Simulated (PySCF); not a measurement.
Geometries of 2 isomers of H6N2Sn, from PBE0-D3(BJ)/def2-SVP geometry optimisation, gas phase, def2 core potentials past Kr in PySCF. One conformer each, no zero-point energy, no frequencies.

Task: Which is lower in electronic energy at this level?
A.
```xyz
9
angstrom
N     -1.729    0.056   -0.074
N     -0.567   -0.686   -0.311
Sn     1.295    0.046    0.132
H     -1.642    1.042   -0.329
H     -1.975    0.011    0.913
H     -0.654   -1.220   -1.170
H      2.448   -1.092   -0.424
H      1.538    1.587   -0.606
H      1.343    0.238    1.835
```
B.
```xyz
9
angstrom
N      1.707    0.099    0.284
Sn    -0.199    0.797    0.096
N     -1.489   -0.745   -0.303
H      1.761   -0.747    0.849
H      2.149   -0.106   -0.610
H     -0.698    1.416    1.611
H     -0.122    1.992   -1.139
H     -2.445   -0.550   -0.012
H     -1.520   -1.024   -1.281
```

Result: B. That is `[SnH2]([NH2])[NH2]`, 35.1 kcal/mol below the other.

```json
{"SMILES": "[NH2][SnH2][NH2]", "atoms numbered as above": "[NH2:1][SnH2:2][NH2:3]", "E (Eh)": "-327.18093", "relative (kcal/mol)": "0.0", "relative (kJ/mol)": "0.0", "dipole (D)": "1.64"}
{"SMILES": "N[NH][SnH3]", "atoms numbered as above": "[NH2:1][NH:2][SnH3:3]", "E (Eh)": "-327.12499", "relative (kcal/mol)": "35.1", "relative (kJ/mol)": "146.9", "dipole (D)": "1.03"}
```

As drawn, the higher has an N–N linkage, which the lower lacks.
